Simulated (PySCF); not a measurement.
# From a computed spectrum to the compound

A species of 3 atoms with charge -1 has these harmonic modes (PBE0, small Gaussian bases with core potentials, PySCF 2.14.0):

| cm⁻¹ | km/mol | symmetry |
| --- | --- | --- |
| 113 | 39.0 | a' |
| 412 | 80.6 | a' |
| 566 | 61.5 | a' |

Problem. Which species is it, and in which structure?

Solution. [TmOF]− (singlet in the valence; each metal's 4f electrons, 13 of them, lie in its core potential, out of spins and levels):
```xyz
3

Tm    0.0368    0.0000   -0.1650
O     1.8617    0.0000    0.7475
F    -1.8948    0.0000    0.8378
```
Ideal gas at 298.15 K and 1 bar: S = 303.4 J/(mol K), Cp = 52.0 J/(mol K), H − H(0 K) = 13.0 kJ/mol (rigid rotor, harmonic modes, spin degeneracy alone, that of the 4f electrons in the core included). An lcecp potential fixes the number of 4f electrons, so in runs with it no electron can move into or out of that shell.
 Other answers can fit too; this one was computed.
